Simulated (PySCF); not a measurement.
## Energy of V⁻ (vanadium, charge -1) between two integer charges

The 3d alpha orbital of [Ar] 3d4 4s2 is emptied in steps (occupation f), with all orbitals relaxed, ending at [Ar] 3d3 4s2. Calculation: PySCF 2.14, in aug-cc-pVDZ; the non-relativistic Hamiltonian (point nucleus). The exact energy is a straight line in f; departures are measured from the line between the end points of the same method.

| f | PBE (eV) |
| --- | --- |
| 1 | 0.000 |
| 0.8 | -0.558 |
| 0.6 | -0.883 |
| 0.4 | -0.924 |
| 0.2 | -0.658 |
| 0 | 0.000 |

For PBE, how does the orbital energy at f = 1 compare with the removal energy?

−ε = -1.926 eV against a total-energy difference of 1.356 eV. By Janak's theorem ε = ∂E/∂f, so the gap between them reflects the curvature. Along the path −ε is -0.894 (f = 0.8), 0.402 (f = 0.6), 1.927 (f = 0.4), 3.208 (f = 0.2) eV.

At f = 1 the orbital energy is positive for PBE: only the finite basis holds the electron.

Reference removal energy between the ground levels: 0.528 eV (measured; photodetachment measurements, as compiled on the Wikipedia data page of electron affinities). The calculation has no spin-orbit coupling. The determinant left behind need not be the lowest term of the ion.
